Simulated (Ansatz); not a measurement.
**Two structures, one formula**

Two relaxed structures of LiSiH₃SO, singlet (PBE0-D4/def2-TZVP; forces vanish, vibrations not checked).

A:

```xyz
7
angstrom
Li 0.4325 1.2632 -1.7440
Si -0.5100 -0.4330 -0.1491
O -1.8387 -0.1983 0.7948
S 1.1383 0.7230 0.2585
H -0.3497 -1.9020 -0.2503
H -1.8048 0.6025 1.3227
H -0.9145 -0.0135 -1.5926
```

B:

```
atom    x (Å)    y (Å)    z (Å)
 Li1   0.7405   1.4173  -1.5899
 Si2  -0.5844  -0.1887  -0.3912
  O3  -1.5976  -0.1647   0.9374
  S4   1.5446   0.5270   0.3909
  H5  -0.2107  -1.6463  -0.4184
  H6  -2.1196   0.6351   1.0099
  H7   2.2273  -0.5797   0.0615
```

Ansatz 0.2.0; basis: def2-TZVPP; cores frozen in the correlated methods. The outer core shell of Li, Na, Mg and K is correlated. B3LYP uses VWN-RPA correlation.

**Question.** Which structure is lower at CCSD(T), and by how much? (To be estimated.)

**Answer.** The calculation gives: A, by 1.679 eV (electronic energy, against the other). By their contacts, A is LiSiH₃SO ([OH][SiH]12[H][Li]1[S]2) and B is LiSiH₃SO ([OH][SiH]1[Li][SH]1).

All methods give the same order:

```csv
method,E(B) − E(A) (eV)
PBE-D4,1.514
r2SCAN-D4,1.719
PBE0-D4,1.634
B3LYP-D4,1.618
wB97M-V,1.660
HF,1.832
MP2,1.813
CCSD,1.694
CCSD(T),1.679
```

T1 diagnostic: at most 0.013.

Labels in which every atom is bracketed show which atoms are joined, not bond orders.

For scale, one of the runs: CCSD(T)/def2-TZVPP, 176 basis functions, launched by `ansatz run in.yaml --threads 2 --pin off --events-out ev --progress --plain --max-ram 4352MiB`. Time: 9.5 s of wall clock on 2 CPU threads of an AMD EPYC 9R45; the host was shared. Peak host memory: 1.6 GiB.
